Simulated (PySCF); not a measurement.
# Electron correlation in Ag²⁺ (silver, charge +2)

[Kr] 4d8 5p1, one real determinant (an excited configuration). Computed with PySCF 2.14 in ANO-RCC-VTZP (7s6p4d2f1g, 68 functions), with the spin-free X2C one-electron Hamiltonian (Gaussian nucleus). Frozen: [Ar] 3d10; 17 electrons correlated.

| level | correlation energy (mhartree) |
| --- | --- |
| CCSD | -454.80 |
| (T) | -9.40 |
| CCSD(T) | -464.20 |

Diagnostics: T1 = 0.0083, D1 = 0.0362, largest double amplitude 0.037.

Problem. Is a single reference adequate?

Solution. Yes, within this model without spin-orbit coupling: T1 lies below 0.03 and no double amplitude reaches 0.07.

The reference is one real determinant that mixes LS terms of this configuration.
